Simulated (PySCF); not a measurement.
Method: PySCF with B3LYP-D3(BJ)/def2-TZVP. All species are isolated molecules in the gas phase. One relaxed conformer stands for a flexible species; it need not be the lowest. B3LYP has the VWN-RPA correlation part, as in Gaussian. Excitations are Tamm–Dancoff values on a coarser integration grid. The basis has no diffuse functions, so Rydberg states are missing or too high.

Reference species (SMILES): `C/C=[SiH]/O` (C–Si–O–H torsion 0°) (neutral, multiplicity 1).

- S1 excitation (TDA): 4.43 eV
- HOMO–LUMO gap: 5.18 eV
- LUMO: -0.39 eV

After one change: the S1 excitation (TDA) rises by 1.76 eV; the HOMO–LUMO gap rises by 1.59 eV; the LUMO goes up by 0.30 eV.

Which change was made? The new species is one of these.
A) `CC(O)=[SiH2]` (Si–C–O–H torsion 17°)
B) `C[C@@H]1O[SiH2]1`
C) `O/C=C/[SiH3]` (H–O–C–C torsion 0°)
D) `C=[Si](C)O` (C–Si–O–H torsion 0°)

C, `O/C=C/[SiH3]` (H–O–C–C torsion 0°)
